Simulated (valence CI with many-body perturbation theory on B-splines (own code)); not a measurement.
**Level structure of Hf LXVIII**

Calculated by relativistic CI+MBPT: three valence electrons over a frozen Dirac-Fock core [He], radial functions for each j: 11 s, 11 p, 9 d, 7 f, 5 g, 2 h, 1 i, with the one-electron correlation potential Σ1, the two-electron term Σ2, the three-electron term Σ3, Breit, model QED; selected CI, second order for the rest (own B-spline code, finite nucleus).

No measured spectrum was set against this ion. As an estimate, large intervals hold to a few tenths of a per cent, small ones and those within an open d or f shell to about a per cent.

Levels 1 to 45 of 103, with energies above the lowest level, (2s^2 2p1/2) J=1/2. "Leading %" is the weight of the configuration and term that name the level; weights of strongly mixed levels are sums over their largest components and can fall short. In the jj column 3d3/2^4 stands for four electrons in 3d with j = 3/2. Lifetimes count E1, E2, E3, M1 and M2 decay at the calculated energies, and are blank where another channel may lead or the interval is too uncertain; long ones can be off by a factor of two.

```csv
No.,Configuration,Term,J,E (eV),Leading %,Second component,g,Lifetime,Leading jj
1,2s2 2p,2P°,1/2,0,100,,0.618,,2s^2 2p1/2 (100 %)
2,2s 2p2,4P,1/2,259,50,31 % 2s 2p2 2S,2.036,43.3 ps,2s 2p1/2^2 (100 %)
3,2s2 2p,2P°,3/2,1291,99,,1.299,27.5 ps,2s^2 2p3/2 (99 %)
4,2s 2p2,4P,3/2,1473,90,7 % 2s 2p2 2D,1.621,11.7 ps,2s 2p1/2 2p3/2 (100 %)
5,2s 2p2,2D,5/2,1513,63,37 % 2s 2p2 4P,1.309,122 ps,2s 2p1/2 2p3/2 (100 %)
6,2s 2p2,2P,1/2,1583,69,31 % 2s 2p2 4P,1.267,102 fs,2s 2p1/2 2p3/2 (100 %)
7,2s 2p2,2D,3/2,1585,61,38 % 2s 2p2 2P,0.973,112 fs,2s 2p1/2 2p3/2 (100 %)
8,2p3,2P°,3/2,1854,48,27 % 2p3 2D°,1.314,148 fs,2p1/2^2 2p3/2 (99 %)
9,2s 2p2,4P,5/2,2782,63,37 % 2s 2p2 2D,1.416,490 fs,2s 2p3/2^2 (100 %)
10,2s 2p2,2S,1/2,2888,68,19 % 2s 2p2 4P,1.917,129 fs,2s 2p3/2^2 (100 %)
11,2s 2p2,2P,3/2,2888,59,32 % 2s 2p2 2D,1.169,69.6 fs,2s 2p3/2^2 (100 %)
12,2p3,4S°,3/2,3097,55,45 % 2p3 2D°,1.434,72.6 fs,2p1/2 2p3/2^2 (100 %)
13,2p3,2D°,5/2,3120,100,,1.163,77.2 fs,2p1/2 2p3/2^2 (100 %)
14,2p3,2P°,1/2,3176,100,,0.618,67.1 fs,2p1/2 2p3/2^2 (100 %)
15,2p3,2P°,3/2,4430,51,28 % 2p3 2D°,1.286,48.5 fs,2p3/2^3 (100 %)
16,2s2 3s,2S,1/2,9970,98,,1.982,3.86 fs,2s^2 3s (98 %)
17,2s2 3p,2P°,1/2,10056,96,,0.660,101 fs,2s^2 3p1/2 (96 %)
18,2s 2p 3s,4P°,1/2,10143,85,13 % 2s 2p 3s 2P°,2.350,4.32 fs,2s 2p1/2 3s (99 %)
19,2s 2p 3s,4P°,3/2,10171,59,41 % 2s 2p 3s 2P°,1.531,3.86 fs,2s 2p1/2 3s (99 %)
20,2s 2p 3s,2P°,1/2,10201,95,4 % 2s 2p 3s 4P°,0.700,5.03 fs,2s 2p1/2 3s (99 %)
21,2s 2p 3p,4D,1/2,10216,72,20 % 2s 2p 3p 2P,0.263,5.55 fs,2s 2p1/2 3p1/2 (100 %)
22,2s 2p 3p,4D,3/2,10244,40,34 % 2s 2p 3p 2D,1.088,2.18 fs,2s 2p1/2 3p1/2 (100 %)
23,2s 2p 3p,4P,1/2,10288,45,31 % 2s 2p 3p 2S,1.914,4.25 fs,2s 2p1/2 3p1/2 (99 %)
24,2s2 3p,2P°,3/2,10438,98,,1.320,73.0 fs,2s^2 3p3/2 (98 %)
25,2p2 3s,4P,1/2,10454,44,30 % 2p2 3s 2S,1.972,4.80 fs,2p1/2^2 3s (96 %)
26,2s2 3d,2D,3/2,10495,98,,0.786,631 as,2s^2 3d3/2 (98 %)
27,2p2 3p,2P°,1/2,10523,45,37 % 2p2 3p 4D°,0.643,1.19 fs,2p1/2^2 3p1/2 (97 %)
28,2s2 3d,2D,5/2,10597,94,,1.192,724 as,2s^2 3d5/2 (94 %)
29,2s 2p 3p,4P,3/2,10609,31,27 % 2s 2p 3p 4D,1.388,6.12 fs,2s 2p1/2 3p3/2 (100 %)
30,2s 2p 3p,4D,5/2,10642,41,40 % 2s 2p 3p 2D,1.309,12.9 fs,2s 2p1/2 3p3/2 (95 %)
31,2s 2p 3p,2D,3/2,10644,43,24 % 2s 2p 3p 2P,1.242,2.74 fs,2s 2p1/2 3p3/2 (100 %)
32,2s 2p 3p,2P,1/2,10649,44,19 % 2s 2p 3p 2S,1.338,1.78 fs,2s 2p1/2 3p3/2 (97 %)
33,2s 2p 3d,4F°,3/2,10654,70,13 % 2s 2p 3d 2D°,0.570,2.49 fs,2s 2p1/2 3d3/2 (100 %)
34,2s 2p 3d,4F°,5/2,10685,42,32 % 2s 2p 3d 2F°,1.004,3.72 fs,2s 2p1/2 3d3/2 (99 %)
35,2s 2p 3d,2P°,3/2,10703,30,24 % 2s 2p 3d 4D°,1.159,527 as,2s 2p1/2 3d3/2 (99 %)
36,2s 2p 3d,4D°,1/2,10707,53,40 % 2s 2p 3d 2P°,0.435,548 as,2s 2p1/2 3d3/2 (98 %)
37,2s 2p 3d,4P°,5/2,10768,33,30 % 2s 2p 3d 4D°,1.302,696 as,2s 2p1/2 3d5/2 (100 %)
38,2s 2p 3d,2F°,7/2,10797,40,36 % 2s 2p 3d 4F°,1.222,714 as,2s 2p1/2 3d5/2 (100 %)
39,2s 2p 3d,2F°,5/2,10809,47,24 % 2s 2p 3d 2D°,1.073,717 as,2s 2p1/2 3d5/2 (99 %)
40,2s 2p 3d,2P°,3/2,10809,39,32 % 2s 2p 3d 2D°,1.115,723 as,2s 2p1/2 3d5/2 (96 %)
41,2p2 3p,2P°,3/2,10920,34,19 % 2p2 3p 4D°,1.318,2.52 fs,2p1/2^2 3p3/2 (96 %)
42,2p2 3d,2D,3/2,10962,42,32 % 2p2 3d 4F,0.782,3.77 fs,2p1/2^2 3d3/2 (98 %)
43,2p2 3d,2D,5/2,11077,36,18 % 2p2 3d 4D,1.188,729 as,2p1/2^2 3d5/2 (98 %)
44,2s 2p 3s,4P°,5/2,11438,100,,1.567,5.62 fs,2s 2p3/2 3s (100 %)
45,2s 2p 3s,2P°,3/2,11465,76,24 % 2s 2p 3s 4P°,1.387,3.39 fs,2s 2p3/2 3s (100 %)
```

The ionisation energy to 2s2 1S_0 of the next ion comes out as 17671 eV (NIST: 17680 ± 40 eV (theoretical)). All 103 levels together are meant to be complete up to 12380 eV.
